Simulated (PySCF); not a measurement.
WF₄, SMILES [F][W]([F])([F])[F] (connectivity only; charge and spin as stated), neutral, multiplicity 3.

Coordinates come from a B3LYP-D3(BJ)/def2-SVP optimisation. The geometry has at least one imaginary mode, so it is a saddle point at that level. The multiplicity is an assumed one; other spin states were not compared. The def2 effective core potentials stand for the cores of W; spin–orbit coupling is left out.

Two levels are set side by side: PBE/def2-TZVP (PySCF) and ωB97X/def2-TZVP (PySCF). Same geometry, gas phase. Differences are taken from unrounded values.

```
quantity                     ωB97X   PBE  PBE minus ωB97X
---------------------------  -----  ----  ---------------
α-spin orbital gap (eV)       8.06  0.50            -7.55
β-spin orbital gap (eV)      11.47  5.10            -6.37
mean polarisability (bohr³)   36.4  40.6              4.2
```

PBE's more diffuse valence density responds more strongly to a field. Differences between two approximate levels are no errors against the true value.

Rough cost on one machine, each run with all the roots and properties that it gave: ωB97X against PBE within a factor of 2.
